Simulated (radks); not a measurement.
Spherical jellium clusters: N electrons in a uniform positive sphere of charge N and radius rs N^(1/3), rs = 5.03 bohr. Method: non-relativistic Kohn-Sham, LDA (Slater exchange, Perdew-Wang correlation), spin-polarised, spherical densities; computed with a radial shooting solver with Libxc functionals. Levels are named by radial order and angular momentum (1s, 1p, 1d, 2s, ...), and open shells are averaged over m.

N = 8, configuration 1s2 1p6. This is the lowest configuration that the search found. Occupied and some empty levels:

level  occupation  eigenvalue (eV)  <r> (bohr)
1s              2          -3.4770       6.735
1p              6          -2.7001       7.979
1d              0          -1.7228       9.103
2s              0          -1.2787       8.692
1f              0         -0.65303       10.49

Energy (eV): total -14.3749, kinetic 8.8383, external -205.63, Hartree 102.14, exchange-correlation -23.584, background 103.87. Static polarisability (adiabatic kernel): 1348 bohr^3, against R^3 = 1018 for a classical metal sphere.
